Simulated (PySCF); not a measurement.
PySCF input file for C6H3Cl, SMILES C#C/C=C(/Cl)C#C, PBE0-D3(BJ)/def2-SVP. Geometry: PBE0-D3(BJ)/def2-SVP. The structure was generated by enumeration; whether it is a known compound was not checked.

```python
import numpy as np
from pyscf import gto, scf, dft, df
from pyscf.hessian import thermo

mol = gto.M(
    atom='''
    C     0.38485367    3.15987932    0.00000000
    C     0.65861518    1.97662603    0.00000000
    C     1.01265039    0.60877261    0.00000000
    C     0.10694913   -0.39909620    0.00000000
    Cl    0.65920158   -2.04335764   -0.00000000
    C    -1.29904525   -0.22729160    0.00000000
    C    -2.50464554   -0.09332506    0.00000000
    H     0.13422880    4.20464653   -0.00000001
    H     2.07516591    0.34777445    0.00000000
    H    -3.57208707    0.03126839    0.00000000
    ''',
    basis='def2-SVP',
    charge=0,
    spin=0,
    max_memory=1600,
    verbose=3,
)
mf = dft.RKS(mol, xc='pbe0').density_fit(auxbasis='def2-universal-jkfit')
mf.disp = 'd3bj'
mf.grids.level = 3
mf.conv_tol = 1e-11
mf.max_cycle = 100
mf.kernel()

# [left out here: the lines that compute and print the analytic Hessian (its translational invariance restored by hand, since the grid's response is missing), thermochemistry and intensities]
```

Program output:

```
converged SCF energy = -689.737980757304

WARN: DFTD3 does not support analytical Hessian, using finite difference


WARN: Mole.unit (angstrom) is changed to Bohr

Mode                                 0                   1                   2
Irrep
Freq [cm^-1]                      105.2165            141.7360            186.4885
Reduced mass [au]                   4.4998              4.6962              5.5446
Force const [Dyne/A]                0.0294              0.0556              0.1136
Char temp [K]                     151.3831            203.9266            268.3155
Normal mode                   x     y     z       x     y     z       x     y     z
       0   C                 0.16  0.07 -0.00   -0.00 -0.00 -0.15   -0.08 -0.03 -0.00
       1   C                 0.03  0.03  0.00   -0.00 -0.00  0.06    0.07  0.01  0.00
       2   C                -0.04  0.02  0.00   -0.00  0.00  0.16    0.10  0.02  0.00
       3   C                -0.04  0.02  0.00   -0.00 -0.00  0.07    0.06  0.05  0.00
       4  Cl                -0.01  0.03 -0.00    0.00 -0.00 -0.06   -0.08  0.01 -0.00
       5   C                -0.04 -0.04  0.00    0.00 -0.00  0.03    0.06  0.06  0.00
       6   C                -0.06 -0.17  0.00    0.00  0.00  0.01    0.04 -0.12 -0.00
       7   H                 0.26  0.09 -0.00    0.00 -0.00 -0.32   -0.20 -0.05 -0.00
       8   H                -0.04 -0.00  0.00   -0.00  0.00  0.22    0.09 -0.00  0.00
       9   H                -0.07 -0.27  0.00    0.00  0.00 -0.01    0.02 -0.26 -0.00
Mode                                 3                   4                   5
Irrep
Freq [cm^-1]                      264.3612            318.2139            462.6919
Reduced mass [au]                   4.0373              7.0107              7.0768
Force const [Dyne/A]                0.1662              0.4183              0.8926
Char temp [K]                     380.3569            457.8389            665.7107
Normal mode                   x     y     z       x     y     z       x     y     z
       0   C                -0.00 -0.00 -0.01    0.03  0.10 -0.00   -0.05  0.07  0.00
       1   C                 0.00 -0.00  0.03   -0.13  0.06 -0.00    0.17  0.11 -0.00
       2   C                 0.00 -0.00  0.06   -0.02  0.07 -0.00   -0.01  0.04  0.00
       3   C                -0.00  0.00 -0.13    0.07 -0.02 -0.00   -0.01  0.01  0.00
       4  Cl                 0.00  0.00  0.02   -0.04 -0.07  0.00   -0.00 -0.05 -0.00
       5   C                -0.00  0.00 -0.18    0.08 -0.03 -0.00   -0.04 -0.13 -0.00
       6   C                -0.00 -0.00  0.11    0.09 -0.00  0.00   -0.02  0.02  0.00
       7   H                 0.00 -0.00 -0.05    0.13  0.13  0.00   -0.21  0.04  0.00
       8   H                 0.00 -0.00  0.25    0.01  0.19  0.00   -0.03 -0.06  0.00
       9   H                -0.00 -0.00  0.34    0.09  0.02  0.00   -0.01  0.14  0.00
Mode                                 6                   7                   8
Irrep
Freq [cm^-1]                      466.3013            514.2050            629.5233
Reduced mass [au]                   4.3444              9.4326              4.6655
Force const [Dyne/A]                0.5566              1.4695              1.0894
Char temp [K]                     670.9037            739.8264            905.7438
Normal mode                   x     y     z       x     y     z       x     y     z
       0   C                 0.00 -0.00  0.06   -0.01  0.04 -0.00    0.00  0.00 -0.01
       1   C                -0.00 -0.00 -0.22    0.02  0.04  0.00   -0.00  0.00  0.04
       2   C                 0.00 -0.00  0.09   -0.01  0.01 -0.00   -0.00  0.00 -0.06
       3   C                 0.00 -0.00  0.09   -0.03  0.01 -0.00    0.00 -0.00  0.20
       4  Cl                 0.00  0.00 -0.02    0.05 -0.09  0.00   -0.00 -0.00 -0.01
       5   C                 0.00  0.00 -0.04   -0.03  0.19  0.00   -0.00 -0.00 -0.16
       6   C                 0.00 -0.00  0.02   -0.06 -0.01 -0.00   -0.00  0.00  0.02
       7   H                 0.00  0.00  0.27   -0.04  0.03  0.00   -0.00 -0.00 -0.06
       8   H                 0.00  0.00  0.29   -0.01  0.01 -0.00    0.00  0.00 -0.33
       9   H                 0.00 -0.00  0.04   -0.09 -0.19 -0.00   -0.00  0.00  0.18
Mode                                 9                  10                  11
Irrep
Freq [cm^-1]                      675.3653            686.7041            707.5644
Reduced mass [au]                   1.3039              1.3000              1.2812
Force const [Dyne/A]                0.3504              0.3612              0.3779
Char temp [K]                     971.7004            988.0144           1018.0277
Normal mode                   x     y     z       x     y     z       x     y     z
       0   C                 0.00  0.00  0.13    0.00 -0.00 -0.00    0.13  0.03 -0.00
       1   C                -0.00  0.00 -0.06   -0.00 -0.00 -0.00   -0.05 -0.01  0.00
       2   C                 0.00  0.00 -0.00   -0.00 -0.00  0.01    0.00  0.00  0.00
       3   C                -0.00  0.00 -0.00   -0.00 -0.00 -0.00    0.00 -0.00 -0.00
       4  Cl                 0.00 -0.00 -0.00   -0.00  0.00  0.00   -0.00  0.00  0.00
       5   C                -0.00  0.00  0.01    0.00  0.00  0.06   -0.00 -0.01  0.00
       6   C                -0.00 -0.00 -0.00    0.00 -0.00 -0.13   -0.00  0.01 -0.00
       7   H                 0.00 -0.00 -0.86   -0.00  0.00  0.03   -0.85 -0.21  0.00
       8   H                 0.00  0.00  0.01   -0.00 -0.00 -0.00    0.01  0.02 -0.00
       9   H                -0.00  0.00  0.02    0.00  0.00  0.86   -0.01 -0.05 -0.00
Mode                                12                  13                  14
Irrep
Freq [cm^-1]                      717.8273            779.6097            863.1412
Reduced mass [au]                   1.2966              6.7945              1.4771
Force const [Dyne/A]                0.3936              2.4331              0.6484
Char temp [K]                    1032.7936           1121.6848           1241.8680
Normal mode                   x     y     z       x     y     z       x     y     z
       0   C                -0.01 -0.00  0.00    0.01 -0.01 -0.00   -0.00 -0.00  0.00
       1   C                 0.00 -0.00 -0.00   -0.07 -0.03  0.00    0.00 -0.00 -0.04
       2   C                -0.01 -0.00 -0.00    0.17  0.04 -0.00    0.00 -0.00  0.15
       3   C                -0.00 -0.00  0.00    0.04  0.11  0.00    0.00  0.00 -0.06
       4  Cl                -0.00  0.00 -0.00    0.01 -0.03 -0.00   -0.00 -0.00  0.01
       5   C                -0.00 -0.06 -0.00   -0.09 -0.06  0.00   -0.00 -0.00 -0.01
       6   C                 0.02  0.13  0.00   -0.10  0.02  0.00   -0.00  0.00  0.00
       7   H                 0.05  0.01 -0.00    0.09  0.01  0.00    0.00  0.00  0.03
       8   H                -0.01 -0.01  0.00    0.19  0.11  0.00    0.00  0.00 -0.80
       9   H                -0.09 -0.86  0.00   -0.11  0.05  0.00   -0.00  0.00 -0.01
Mode                                15                  16                  17
Irrep
Freq [cm^-1]                     1016.5301           1094.8018           1327.9387
Reduced mass [au]                   8.7974              2.0830              1.8892
Force const [Dyne/A]                5.3561              1.4710              1.9628
Char temp [K]                    1462.5605           1575.1761           1910.6081
Normal mode                   x     y     z       x     y     z       x     y     z
       0   C                -0.02  0.11  0.00    0.01 -0.07 -0.00   -0.01  0.03  0.00
       1   C                -0.02  0.06  0.00    0.06 -0.02 -0.00    0.01  0.01  0.00
       2   C                 0.09 -0.11 -0.00   -0.06  0.09  0.00    0.05 -0.10 -0.00
       3   C                 0.07 -0.18 -0.00    0.10 -0.09 -0.00   -0.16  0.02  0.00
       4  Cl                -0.01  0.03 -0.00   -0.01  0.01  0.00    0.00 -0.00 -0.00
       5   C                -0.03  0.02  0.00   -0.03  0.01  0.00    0.01 -0.01 -0.00
       6   C                -0.06  0.01  0.00   -0.06  0.01 -0.00    0.06 -0.01  0.00
       7   H                -0.02  0.12 -0.00    0.00 -0.09  0.00   -0.02  0.04 -0.00
       8   H                 0.11 -0.06 -0.00    0.07  0.64  0.00    0.23  0.65  0.00
       9   H                -0.07 -0.02  0.00   -0.07 -0.00 -0.00    0.07 -0.01  0.00
Mode                                18                  19                  20
Irrep
Freq [cm^-1]                     1661.3192           2221.8115           2240.0336
Reduced mass [au]                   8.9826              6.1347              6.1057
Force const [Dyne/A]               14.6068             17.8426             18.0507
Char temp [K]                    2390.2685           3196.6920           3222.9097
Normal mode                   x     y     z       x     y     z       x     y     z
       0   C                 0.01 -0.03 -0.00    0.03 -0.12 -0.00   -0.02  0.09  0.00
       1   C                -0.01 -0.00 -0.00   -0.04  0.18 -0.00    0.03 -0.13  0.00
       2   C                 0.10  0.17  0.00    0.01 -0.03  0.00   -0.01  0.02 -0.00
       3   C                -0.14 -0.14 -0.00    0.02 -0.00  0.00    0.04 -0.00 -0.00
       4  Cl                 0.00  0.00 -0.00    0.00 -0.00 -0.00    0.00 -0.00  0.00
       5   C                 0.00  0.01  0.00   -0.13  0.01  0.00   -0.18  0.02 -0.00
       6   C                 0.03 -0.00  0.00    0.09 -0.01 -0.00    0.13 -0.01 -0.00
       7   H                 0.02 -0.04  0.00    0.05 -0.23  0.00   -0.04  0.17 -0.00
       8   H                 0.04 -0.16 -0.00    0.02 -0.01 -0.00   -0.01  0.00  0.00
       9   H                 0.04 -0.01 -0.00    0.17 -0.02 -0.00    0.24 -0.03 -0.00
Mode                                21                  22                  23
Irrep
Freq [cm^-1]                     3203.7221           3487.9083           3488.8908
Reduced mass [au]                   1.0905              1.1609              1.1588
Force const [Dyne/A]                6.5945              8.3212              8.3109
Char temp [K]                    4609.4429           5018.3234           5019.7370
Normal mode                   x     y     z       x     y     z       x     y     z
       0   C                -0.00 -0.00 -0.00   -0.00  0.02 -0.00    0.02 -0.10  0.00
       1   C                 0.00 -0.00  0.00    0.00 -0.01  0.00   -0.01  0.03  0.00
       2   C                -0.08  0.02 -0.00    0.00  0.00 -0.00    0.00 -0.00  0.00
       3   C                 0.00  0.00 -0.00    0.00 -0.00 -0.00   -0.00 -0.00  0.00
       4  Cl                 0.00 -0.00  0.00    0.00 -0.00 -0.00   -0.00  0.00  0.00
       5   C                 0.00  0.00 -0.00   -0.03  0.00  0.00   -0.01  0.00 -0.00
       6   C                -0.00 -0.00 -0.00    0.10 -0.01  0.00    0.02 -0.00 -0.00
       7   H                -0.00 -0.00  0.00    0.04 -0.18  0.00   -0.21  0.88 -0.00
       8   H                 0.93 -0.23 -0.00   -0.00  0.00 -0.00    0.00 -0.00 -0.00
       9   H                -0.00  0.00 -0.00   -0.90  0.10 -0.00   -0.18  0.02 -0.00
temperature 298.1500 [K]
pressure 101325.00 [Pa]
Rotational constants [GHz] 3.42413 1.48884 1.03766
Symmetry number 1
Zero-point energy (ZPE) 0.06211 [Eh]   163062.408 [J/mol]
                           tot       elec      trans        rot        vib
Entropy [J/mol/K]       352.322      0.000    167.430    119.237     65.655
Cv [J/mol/K]            105.897      0.000     12.472     12.472     80.954
Cp [J/mol/K]            114.211      0.000     20.786     12.472     80.954
Internal energy [J/mol]                      3718.434   3718.434 174527.345
Internal energy [Eh]   -689.66867  -689.73798
Enthalpy [J/mol]                             6197.391   3718.434 174527.345
Enthalpy [Eh]          -689.66773
Gibbs free energy [J/mol]                  -43721.813 -31832.086 154952.354
Gibbs free energy [Eh] -689.70774
mode   freq/cm-1   IR/(km/mol)
   1      105.22         0.164
   2      141.74         0.435
   3      186.49         2.619
   4      264.36         5.171
   5      318.21         4.752
   6      462.69         9.984
   7      466.30         8.287
   8      514.20         1.930
   9      629.52         0.239
  10      675.37        35.810
  11      686.70        37.578
  12      707.56        35.135
  13      717.83        29.387
  14      779.61        16.614
  15      863.14        14.164
  16     1016.53        78.772
  17     1094.80        27.856
  18     1327.94        13.960
  19     1661.32        16.518
  20     2221.81         6.881
  21     2240.03         7.492
  22     3203.72         7.550
  23     3487.91        86.109
  24     3488.89        97.296
max |gradient| / (hartree/bohr): 2.854238640194332e-05
APT charges: [-0.287  -0.0308 -0.068   0.5612 -0.3466 -0.1342 -0.2215  0.2258  0.0763
  0.2248]
```

The calculation finished and met its thresholds.

Cost: roughly 2.8 core-minutes.
